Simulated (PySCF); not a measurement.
One of the candidates below gave these computed data.

All candidates are C7H12.

- Rotational structure: rotational constants A, B, C: 5.186, 1.553, 1.527 GHz [PBE0-D3(BJ)/def2-SVP]
- Dipole: 0.41 D [B3LYP/def2-SVPD]
- UV, strongest line: among the 6 lowest singlet transitions: S2 at 6.56 eV (189 nm, f = 0.115) [TDDFT B3LYP/def2-SVPD]
- UV, first state: lowest singlet excitation: 6.21 eV (200 nm, f = 0.019) [TDDFT B3LYP/def2-SVPD]
- Polarisability: 83.9 au [B3LYP/def2-SVPD]

The electronic properties come from PySCF, for the isolated species, density fitting. Levels stand in brackets. The structure is a single PBE0-D3(BJ)/def2-SVP conformer in the gas phase; no vibrational or solvent corrections.

Problem. Which candidate is it?
A. `C[C@H]1[C@@H]2CC[C@H]1C2`
B. `CCCC1=CCC1`
C. `CCC1=CCCC1`

Solution. B. It is `CCCC1=CCC1`. Numbering: `[CH3:1][CH2:2][CH2:3][C:4]1=[CH:5][CH2:6][CH2:7]1`. Its formula, C7H12, gives 2 degrees of unsaturation: 1 ring and 1 π bond in the structure found. The optimised geometry has point group C1 and is an asymmetric top.

The others, at the same levels:
- `C[C@H]1[C@@H]2CC[C@H]1C2` fails: its computed lowest singlet excitation is 7.56 eV (164 nm, f = 0.018) (against 6.21 eV), static isotropic polarisability is 78.6 au (against 83.9 au) and rotational constant A is 4.803 GHz (against 5.186 GHz).
- `CCC1=CCCC1` fails: its computed lowest singlet excitation is 5.93 eV (209 nm, f = 0.028) (against 6.21 eV) and rotational constant A is 5.713 GHz (against 5.186 GHz).

Each candidate is one conformer, not necessarily the lowest. Dipoles, sizes and rotational constants follow the conformer. The torsions of the flexible species, by atom-mapped SMILES:
- `[CH3:1][CH2:2][CH2:3][C:4]1=[CH:5][CH2:6][CH2:7]1`: C1–C2–C3–C4 -63°, C2–C3–C4–C5 121°

The conformers of `C[C@H]1[C@@H]2CC[C@H]1C2` and `CCC1=CCCC1` aren't listed.
